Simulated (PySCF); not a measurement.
CaF, SMILES [Ca+][F], charge +1. Atoms are numbered in the order given.

```xyz
2

Ca     0.0000     0.0000    -0.5852
F      0.0000     0.0000     1.3005
```
Charge +1, spin multiplicity 1.

The structure is a stationary point at B3LYP-D3(BJ)/def2-TZVPD. The spin state was assumed, not searched.

Two levels are set side by side: PBE/pcSseg-2 (PySCF) and HF/pcSseg-2 (PySCF). GIAO shifts against CFCl3 (¹⁹F) at the same level; non-relativistic, no solvent, atoms listed together averaged. Differences are taken from unrounded values.

```csv
quantity,HF,PBE,PBE minus HF
δ(¹⁹F) of F2 (ppm),121.5,363.8,242.3
```

Rough cost on one machine, each run with all the roots and properties that it gave: HF against PBE within a factor of 2.
